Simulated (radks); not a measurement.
Initial-state core-level shifts of the neodymium ion Nd2+ when its valence configuration changes from [Xe] 4f4. Calculated with a radial shooting solver on a logarithmic mesh with Libxc functionals: Dirac Kohn-Sham, BLYP, spin-unpolarised, spherical densities, point nucleus; open shells are shared between the two j in proportion to 2j + 1. Shifts are changes of the shell-averaged eigenvalues in eV (positive: less bound).

\begin{tabular}{lrrrr}
valence & 1s & 2s & 4d & 5s \\ \hline
4f3 6s1 & -8.757 & -9.447 & -9.338 & -5.862 \\
4f3.5 6p0.5 & -4.664 & -4.978 & -4.958 & -3.365 \\
4f3 5d1 & -6.253 & -6.822 & -6.782 & -3.417 \\
4f3 6p1 & -9.838 & -10.523 & -10.409 & -6.905 \\
4f3 6s0.5 6p0.5 & -9.300 & -9.988 & -9.876 & -6.387 \\
4f2 5d1 6p1 & -17.426 & -18.848 & -18.428 & -10.617 \\
4f1.5 6p2.5 & -27.607 & -29.702 & -28.763 & -17.990 \\
4f1 5d2 6s0.5 6p0.5 & -25.306 & -27.600 & -26.587 & -13.844 \\
4f1 5d1 6s1.5 6p0.5 & -28.383 & -30.847 & -29.668 & -16.601 \\
\end{tabular}
